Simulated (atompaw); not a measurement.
What the settings do to the PAW (atompaw) potential of Co (Z = 27)

Base potential:

atompaw 4.2.0.5 input, output lines left out:

```
Co 27
LDA-PW scalarrelativistic loggrid 1500 logderivrange -2 5 176
4 4 3 0 0 0
4 0 1
4 1 0
3 2 8
0 0 0
c
c
c
v
c
c
v
v
2
3.00 2.35 2.15 2.15
y
4.05
n
y
2.15
n
y
0.35
n
custom polynom gramschmidtortho sinc
bessel
2.30
2.30
3.00
3.00
1.50
1.50
```

Cutoffs, loose and tight: the cutoffs (Ry, on a coarse ladder) from which the occupation-weighted sum of valence levels, in a spherical-Bessel basis at the reference potential, stays within 10 and 1 mRy of its value at 400 Ry. They see the waves, projectors and local potential, not the compensation charge or the core. A dash means not determined.

A true bound ghost makes a file unfit for plane-wave use even where its test errors are small: the radial tests pick states by their node count and pass the ghost by.

```tsv
change	outcome	cutoff, loose	cutoff, tight	bound ghosts
base	generated	70 Ry	100 Ry	none
local potential bessel scheme, radius 1.66 bohr	generated	70 Ry	100 Ry	none
augmentation sinc compensation charge, radius 2.35 bohr; PAW radius 3.00 bohr; waves and projectors: custom rrkj vanderbiltortho	generated	50 Ry	80 Ry	none
reference 3d7 4s0 4p0	generated	70 Ry	100 Ry	none
augmentation sinc compensation charge, radius 2.38 bohr; PAW radius 3.00 bohr; waves and projectors: custom polynom gramschmidtortho	generated	70 Ry	100 Ry	none
all radii scaled by about 0.90 (s 2.06, p 2.70, d 1.34 bohr); local potential bessel scheme, radius 1.94 bohr; augmentation sinc compensation charge, radius 2.12 bohr; PAW radius 2.70 bohr; waves and projectors: custom polynom gramschmidtortho; core correction smooth core density matched at 1.94 bohr	generated	80 Ry	140 Ry	s
wave 4s channel at 4.05 Ry: rc 2.30 bohr becomes 4s channel at 4.05 Ry: rc 1.88 bohr	generated	70 Ry	100 Ry	none
core [Ne], valence charge 17; reference 3s2 3p6 3d7 4s1.75 4p0.25; waves now 3s (bound): rc 1.20 bohr; 4s (bound): rc 1.65 bohr; 3p (bound): rc 0.85 bohr; 4p (bound): rc 1.65 bohr; 3d (bound): rc 1.35 bohr; 3d channel at 1.15 Ry: rc 1.35 bohr; local potential bessel scheme, radius 1.65 bohr; core correction smooth core density matched at 0.85 bohr; augmentation sinc compensation charge, radius 1.35 bohr; PAW radius 1.65 bohr; waves and projectors: custom polynom gramschmidtortho	generated	90 Ry	160 Ry	none
wave 4p channel at 2.15 Ry: rc 3.00 bohr becomes 4p channel at -0.19 Ry: rc 3.00 bohr	generated	70 Ry	100 Ry	none
```

(1) What comes out with this change to the base: augmentation sinc compensation charge, radius 2.35 bohr; PAW radius 3.00 bohr; waves and projectors: modrrkj vanderbiltortho?

Answers

(1) outcome: generated; cutoff, loose: 45 Ry; cutoff, tight: 90 Ry; bound ghosts: none.
